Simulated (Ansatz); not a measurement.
## Energy profile

The step: SiF₃ ([F][Si]([F])[F]) + SiNH₅ ([NH2][SiH3]) → SiHF₃ ([F][SiH]([F])[F]) + SiNH₄ ([NH][SiH3]); bonds formed: H1–Si4; bonds broken: H1–N2 (atoms numbered as in the saddle structure below).

```
11
angstrom
H -0.1686 0.3357 0.8332
N -0.5971 -1.0510 0.6862
Si -0.7475 -1.3674 -1.0357
Si 0.7056 1.6572 0.7597
F 2.0887 1.4235 1.4825
F 0.0023 2.8924 1.4399
F 1.0010 2.0299 -0.7446
H 0.2021 -1.5117 1.1247
H -1.3820 -2.7075 -1.1526
H -1.6379 -0.3239 -1.5981
H 0.5334 -1.3773 -1.7952
```

Electronic energies by CCSD(T) at an estimated basis limit (MP2 extrapolated from triple and quadruple zeta, plus CCSD(T) − MP2 in triple zeta), on PBE0-D4/def2-TZVP structures; Si2NH5F3, doublet; no counterpoise correction; spin–orbit coupling, which lowers free halogen atoms and radicals such as OH and SH, is left out. Program: Ansatz 0.2.0. Basis: def2-TZVPP and def2-QZVPP. Cores are frozen in the correlated methods; orbitals are unrestricted. Extrapolation: Hartree–Fock as exp(−7.88 √X), correlation as X^−2.97.

Task: Give the profile in kJ/mol, counted from the separated reactants. (Judge from chemistry; the value comes from the calculation.)

Result: Computed:
```csv
point,kJ/mol
"separated: SiNH5 (linked as [NH2][SiH3]; H1, N2, Si3, H8, H9, H10, H11; singlet) + SiF3 (linked as [F][Si]([F])[F]; Si4, F5, F6, F7; doublet)",0.0
start structure,-37.3
saddle,83.3
end structure,33.5
"separated: SiHF3 (linked as [F][SiH]([F])[F]; H1, Si4, F5, F6, F7; singlet) + SiNH4 (linked as [NH][SiH3]; N2, Si3, H8, H9, H10, H11; doublet)",52.1
```

T1 diagnostic: at most 0.017. ⟨S²⟩ of the unrestricted Hartree–Fock references: 0.75 to 0.78 (a pure state has 0.75).

Radical steps of this kind take place in plasma deposition and etching.

For scale, one of the runs: CCSD(T)/def2-TZVPP, 278 basis functions, launched by `ansatz run in.yaml --threads 4 --pin off --events-out ev --progress --plain --max-ram 63488MiB --backend cuda --devices 0, --max-vram 37GiB`. The run took 15 s on 4 CPU threads of an AMD EPYC 7R13 and a share of one NVIDIA H100 (shared host), with 0.9 GiB of host memory at its peak.
